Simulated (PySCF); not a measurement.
## Computed data sheet: `C=C=C(C(F)(F)F)C(F)(F)F`

Species: C₅H₂F₆.
Cartesian coordinates in Å at the PBE0-D3(BJ)/def2-SVP level; atoms count from 1:
```
atom  x, y, z in Å
C1     2.3971    0.2618   -0.2038
C2     1.1088    0.1163   -0.0999
C3    -0.1902   -0.0244    0.0099
C4    -0.8185   -1.3799    0.2322
F5    -1.4291   -1.8194   -0.8685
F6    -1.7332   -1.3232    1.2003
F7     0.0956   -2.2815    0.5769
C8    -1.1129    1.1685   -0.0739
F9    -0.4870    2.2231   -0.5884
F10   -1.5677    1.5131    1.1305
F11   -2.1709    0.8980   -0.8383
H12    3.0118    0.4583    0.6807
H13    2.8945    0.1922   -1.1764
```

Structural features include: allene or cumulene, CF3 group and C–F bond.

From PBE0-D3(BJ)/def2-SVP geometry optimisation, gas phase (PySCF):

```yaml
Point_group: C2
Rotational_constants_A_B_C: 1.351, 1.047, 0.746 GHz
```

B3LYP/def2-SVPD ground state and vertical TDDFT (core frozen in the response) (PySCF):

```yaml
Dipole_moment: 3.45 D
HOMO_energy: -8.87 eV
LUMO_energy: -1.58 eV
HOMO–LUMO_gap: 7.29 eV
Lowest_singlet_excitation: 5.71 eV (217 nm, f = 0.000)
Strongest_line_among_the_6_lowest_singlet_transitions: S4 at 7.86 eV (158 nm, f = 1.143)
Static_isotropic_polarisability: 67.7 au
Electronic_spatial_extent_⟨r²⟩_about_the_centre_of_nuclear_charge: 1499 bohr²
```

Monoisotopic mass from the formula: 176.0061 u.

S1 lies 1.58 eV below the HOMO–LUMO gap; its leading configuration is HOMO→LUMO, weight 0.92. In wavenumbers S1 is 46000 cm⁻¹ (1 eV = 8065.54 cm⁻¹). With B = h/(8π²I), that is 505.379 GHz u Å² over I, the principal moments of inertia are 374.1, 482.5 and 677.8 u Å² (most abundant isotopes); the inertial defect Ic − Ia − Ib is -178.8 u Å² (zero for a rigid planar frame, negative otherwise). The principal polarisabilities are 51.9, 57.4 and 93.9 au; their mean is the isotropic value. A dipole of 3.45 D is allowed in C2, and pure rotational transitions are dipole-allowed.

For the geometry optimisation (PBE0-D3(BJ)/def2-SVP), cost: about 3 min of CPU time on one thread; the machine was shared, so the figure is rough.
